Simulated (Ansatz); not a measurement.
Calculated with Ansatz (gas phase, PBE0-D4/def2-TZVP geometries, no zero-point term in ΔE). CBS: MP2 limit from def2 TZ/QZ plus the TZ coupled-cluster correction, frozen cores. Functionals use def2-TZVPP. def2 core potentials past Kr. For Sn outer-core shells are correlated without core-valence functions, which leaves a few kJ/mol of doubt a bond. Each species was taken in one conformer, which may not be the lowest.

Consider the formal exchange of groups at the Si–O bond: `N[SiH2][O][SnH3]` + `F[SiH2][SiH3]` → `N[SiH2][SiH](F)[SiH3]` + `[OH][SnH3]`.

`N[SiH2][O][SnH3]`:

Cartesian coordinates in Å:
```
N -0.266 1.271 -1.026
Si -0.011 1.218 0.677
O -0.093 -0.311 1.229
Sn 0.164 -1.937 0.146
H -1.188 1.318 -1.426
H 0.418 1.694 -1.629
H 1.343 1.800 0.887
H -1.039 2.000 1.413
H 1.609 -1.769 -0.743
H -1.205 -2.120 -0.851
H 0.269 -3.164 1.323
```

`F[SiH2][SiH3]`:

Z-matrix (Å, degrees):
```
Si
Si 1 2.343
F 1 1.607 2 109.8
H 1 1.486 2 111.3 3 -119.2
H 1 1.486 2 111.3 3 119.2
H 2 1.489 1 108.2 3 179.8
H 2 1.487 1 110.7 3 60.5
H 2 1.487 1 110.7 3 -60.8
```

`N[SiH2][SiH](F)[SiH3]`:

```xyz
13

N     0.816   -1.312   -2.446
Si    0.750   -1.035   -0.744
Si   -0.627    0.739   -0.028
F    -0.150    2.107   -0.749
Si   -0.608    1.046    2.299
H     1.321   -0.656   -3.020
H    -0.014   -1.628   -2.923
H     2.137   -0.770   -0.277
H     0.228   -2.264   -0.084
H    -2.036    0.498   -0.461
H    -1.478    2.179    2.713
H     0.775    1.298    2.786
H    -1.113   -0.203    2.933
```

`[OH][SnH3]`:

Z-matrix (Å, degrees):
```
Sn
O 1 1.970
H 1 1.709 2 108.5
H 1 1.698 2 103.1 3 119.8
H 1 1.709 2 108.5 3 -120.5
H 2 0.959 1 113.2 3 60.0
```

```tsv
level	ΔE (kJ/mol)
PBE-D4	109.8
ωB97X-V	137.0
PBE0	120.2
SCS-MP2/def2-TZVPP	152.3
```

Problem. What does CCSD(T)/CBS give? (Best estimate.)

Solution. Computed: +141.7 kJ/mol. The listed levels differ from it by -31.9, -4.7, -21.5, 10.6 kJ/mol.

Largest T1 diagnostic among the species: 0.014.

From PBE to PBE0 (25 % exact exchange), in def2-TZVPP and without D4, ΔE moves by +11.1 kJ/mol. In def2-TZVPP, CCSD(T) changes the Hartree–Fock value by −20.6 kJ/mol (the triples alone add −2.8 kJ/mol) and MP2 by −13.3 kJ/mol.
